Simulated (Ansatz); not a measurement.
Calculated with Ansatz (gas phase, PBE0-D4/def2-TZVP geometries, no zero-point term in ΔE). CCSD(T)/CBS adds triple-zeta CCSD(T) − MP2 to the extrapolated MP2 energy (def2 sets, frozen cores). This one scheme is used for every species. One conformer a species, not always the lowest.

Consider the isomerisation: `NCBO` → `CNBO`.

```json
{"species": "`NCBO`", "CCSD(T)/CBS(def2) energy (Eh)": "-196.38081"}
{"species": "`CNBO`", "CCSD(T)/CBS(def2) energy (Eh)": "-196.42143"}
```

(1) Work out ΔE.

Largest T1 diagnostic among the species: 0.012.

Answers

(1) ΔE = (-196.42143) − (-196.38081) = -0.04062 Eh = -106.6 kJ/mol.

In def2-TZVPP, CCSD(T) changes the Hartree–Fock value by +14.2 kJ/mol (the triples alone add +1.9 kJ/mol) and MP2 by +12.1 kJ/mol.
